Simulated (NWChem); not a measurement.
System meant: CH₅BFNO; SMILES B(NC)(F)O

Here is an NWChem input.

```
start job
memory heap 200 mb stack 900 mb global 1100 mb
geometry units angstroms noautoz
  B     -0.001012     0.596777    -0.000151
  F     -0.791694     1.691828    -0.000498
  N     -0.631997    -0.675413     0.000062
  C     -0.012055    -1.979041     0.000784
  H     -1.653252    -0.680770     0.000193
  H     -0.276635    -2.585058    -0.895187
  H     -0.271477    -2.581990     0.900388
  H      1.093356    -1.879596    -0.002674
  O      1.352657     0.821755    -0.000097
  H      1.871473     0.000351     0.000027
end
basis spherical
  * library def2-svp
end
dft
  xc b3lyp
  iterations 4
  mulliken
end
task dft energy
```

End of the output:

```
    Atom       Charge   Shell Charges
 -----------   ------   -------------------------------------------------------
    1 B    5     5.22   1.96  0.47  0.19  1.43  0.64  0.55
    2 F    9     9.00   1.98  0.98  0.71  3.22  2.10  0.01
    3 N    7     7.04   1.97  0.69  0.39  2.30  1.65  0.04
    4 C    6     5.97   1.96  0.57  0.30  1.86  1.18  0.10
    5 H    1     0.91   0.59  0.20  0.12
    6 H    1     0.98   0.65  0.27  0.06
    7 H    1     0.98   0.65  0.27  0.06
    8 H    1     0.98   0.65  0.27  0.06
    9 O    8     8.01   1.97  0.85  0.56  2.72  1.89  0.02
   10 H    1     0.90   0.55  0.17  0.18

 center of mass
 --------------
 x =  -0.03627833 y =   0.24522386 z =   0.00000144

 moments of inertia (a.u.)
 ------------------
         500.192215279997           0.000000000000           0.000000000000
           0.000000000000         199.954440491269           0.000000000000
           0.000000000000           0.000000000000         688.542994216390

     Multipole analysis of the density
     ---------------------------------

     L   x y z        total         alpha         beta         nuclear
     -   - - -        -----         -----         ----         -------
     0   0 0 0      0.000000    -20.000000    -20.000000     40.000000

     1   1 0 0      0.027411      0.013706      0.013706     -0.000000
     1   0 1 0     -1.444298     -0.722149     -0.722149      0.000000
     1   0 0 1     -0.000062     -0.000031     -0.000031      0.000000

     2   2 0 0    -19.342561    -64.428321    -64.428321    109.514080
     2   1 1 0     -0.558182     -1.765594     -1.765594      2.973006
     2   1 0 1     -0.000707     -0.000047     -0.000047     -0.000614
     2   0 2 0    -23.359845   -149.105600   -149.105600    274.851354
     2   0 1 1      0.000715      0.000831      0.000831     -0.000947
     2   0 0 2    -21.747764    -13.752274    -13.752274      5.756783

 ------------------------------------------------------------------------
 dft energy failed                                                                                  0
 ------------------------------------------------------------------------
 ------------------------------------------------------------------------
  current input line :
    23: task dft energy
 ------------------------------------------------------------------------
 ------------------------------------------------------------------------
 This type of error is most commonly associated with calculations not reaching convergence criteria
 ------------------------------------------------------------------------
 For more information see the NWChem manual at https://nwchemgit.github.io

0:dft energy failed:Received an Error in Communication
```

Task: Find the fault in this run and fix the input.

Result: The run did not converge; its last values are not results. Cause: the SCF was allowed too few iterations. This input runs:
```
start job
memory heap 200 mb stack 900 mb global 1100 mb
geometry units angstroms noautoz
  B     -0.001012     0.596777    -0.000151
  F     -0.791694     1.691828    -0.000498
  N     -0.631997    -0.675413     0.000062
  C     -0.012055    -1.979041     0.000784
  H     -1.653252    -0.680770     0.000193
  H     -0.276635    -2.585058    -0.895187
  H     -0.271477    -2.581990     0.900388
  H      1.093356    -1.879596    -0.002674
  O      1.352657     0.821755    -0.000097
  H      1.871473     0.000351     0.000027
end
basis spherical
  * library def2-svp
end
dft
  xc b3lyp
  iterations 150
  mulliken
end
task dft energy
```
It converges to -295.72006 Ha (B3LYP/def2-SVP).
